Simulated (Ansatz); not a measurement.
```yaml
crystal:
  periodic: [true, true, true]
  atoms:
    - {symbol: C, position_ang: [-0.781260, 2.194717, 0.160315]}
    - {symbol: N, position_ang: [-0.597397, 0.853808, -0.034214]}
    - {symbol: In, position_ang: [0.892559, -0.420383, 0.062561]}
    - {symbol: C, position_ang: [0.402778, -2.621172, -0.321711]}
    - {symbol: H, position_ang: [-1.186354, 2.473481, 1.119012]}
    - {symbol: H, position_ang: [-1.127115, 2.632241, -0.722105]}
    - {symbol: H, position_ang: [0.345965, 2.573792, 0.468756]}
    - {symbol: H, position_ang: [-1.607753, 0.463124, -0.281282]}
    - {symbol: H, position_ang: [2.369322, 0.394306, 0.438727]}
    - {symbol: H, position_ang: [-0.571641, -2.730191, -0.575955]}
    - {symbol: H, position_ang: [0.616246, -3.111396, 0.659392]}
    - {symbol: H, position_ang: [1.183059, -2.824492, -1.023192]}
basis:
  gaussian: {orbitals: def2-SVPD}
hamiltonian: {xc: {name: r2SCAN}, dispersion: d3bjatm}
scf: {lower_state_search: off}
output: {forces: true}
```

```sh
$ ansatz run in.yaml --threads 4 --pin off --events-out ev --progress --plain --max-ram 10444MiB
```

It prints (some lines left out):

```
Error: YAML parse error: error: line 2 column 3: crystal: missing field `lattice` (a structure is typed as `lattice` and `atoms`, a molecule's as `atoms` in Å alone, or read from a run's directory, `checkpoint`)
 --> <input>:2:3
1 | crystal:
2 |   periodic: [true, true, true]
3 |   atoms:
4 |     - {symbol: C, position_ang: [-0.781260, 2.194717, 0.160315]}
```

(1) What is wrong with this run?

## Answers

(1) The molecule is marked periodic without a cell. The program refused the input.
